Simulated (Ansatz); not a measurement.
```xyz
2

C     0.0000    0.0000   -0.5930
O     0.0000    0.0000    0.4448
```

Basis set: 6-31G* (spherical functions). Correlated methods keep 2 orbitals frozen. Charge 0, multiplicity 1.

Computed with Ansatz (development build ahead of 0.2.0); each method stands on the lowest determinant of its kind that the runs found. Restricted open shells among the atoms or ions are ROHF, correlated in semicanonical orbitals with singles.

Q: Give the atomization energy at this shape (free ground-state atoms in the same class of orbitals less the molecule, no zero-point energy) of singlet CO by RHF-MP2, RHF.

A:

```tsv
method	atomization energy
RHF-MP2	233.26 kcal/mol
RHF	165.22 kcal/mol
```

Caution: no unrestricted run beside it, a lower state can exist; the shape is not the minimum.
